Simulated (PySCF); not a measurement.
Predicted microwave data (PySCF, PBE0-D3(BJ)/def2-SVP geometry optimisation, gas phase) for one isomer of C8H5F:

| Property | Result |
| --- | --- |
| Rotational constants | A = 5669, B = 965.4, C = 824.9 MHz |
| Dipole components | \|μa\| = 0.65 D, \|μb\| = 0.00 D, \|μc\| = 0.00 D |
| Inertial defect | 0.00 u·Å² |
| κ | -0.94 |

Problem. Which candidate fits, each taken in the one conformer that was computed?
A. `Fc1cccc2c1C=C2`
B. `C#Cc1ccc(F)cc1`
C. `FC1=CC1=C1C=CC=C1`

Solution. B. It is C#Cc1ccc(F)cc1, a near-prolate asymmetric top, point group C2v. The candidates at the same level (rigid rotor, commonest isotopes):

| SMILES | A (MHz) | B (MHz) | C (MHz) | μa (D) | μb (D) | μc (D) | Δ (u·Å²) | point group | rotor |
| --- | --- | --- | --- | --- | --- | --- | --- | --- | --- |
| C#Cc1ccc(F)cc1 | 5669 | 965.4 | 824.9 | 0.65 | 0.00 | 0.00 | 0.00 | C2v | near-prolate asymmetric top |
| Fc1cccc2c1C=C2 | 2540 | 1943 | 1101 | 1.35 | 0.72 | 0.00 | 0.00 | Cs | asymmetric top |
| FC1=CC1=C1C=CC=C1 | 4869 | 947.8 | 793.3 | 3.48 | 1.61 | 0.00 | 0.00 | Cs | near-prolate asymmetric top |

`Fc1cccc2c1C=C2` has B 101 % too high; `FC1=CC1=C1C=CC=C1` has A 14 % too low. In the right answer the symmetry axis of this C2v structure is a, so μb and μc vanish by symmetry. No structure here is proved a minimum.
